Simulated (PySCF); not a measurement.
C₃H₇S, SMILES C[C](C)S, multiplicity 2.

Geometry optimised at B3LYP-D3(BJ)/def2-SVP. The isomer is the one that the SMILES or the coordinates give; other isomers of the formula were not compared. Other conformers were not sampled.

Two levels are set side by side: PBE/def2-TZVP (PySCF) and CAM-B3LYP/def2-TZVP (PySCF). Same geometry, gas phase. Differences are taken from unrounded values.

| quantity | CAM-B3LYP | PBE | PBE minus CAM-B3LYP |
|---|---|---|---|
| α-spin orbital gap (eV) | 7.52 | 3.06 | -4.47 |
| β-spin orbital gap (eV) | 8.95 | 4.31 | -4.64 |
| dipole moment (D) | 1.23 | 1.13 | -0.09 |
| mean polarisability (bohr³) | 56.8 | 59.9 | 3.0 |

PBE's more diffuse valence density responds more strongly to a field. Differences between two approximate levels are no errors against the true value.

Rough cost on one machine, each run with all the roots and properties that it gave: CAM-B3LYP against PBE within a factor of 2.
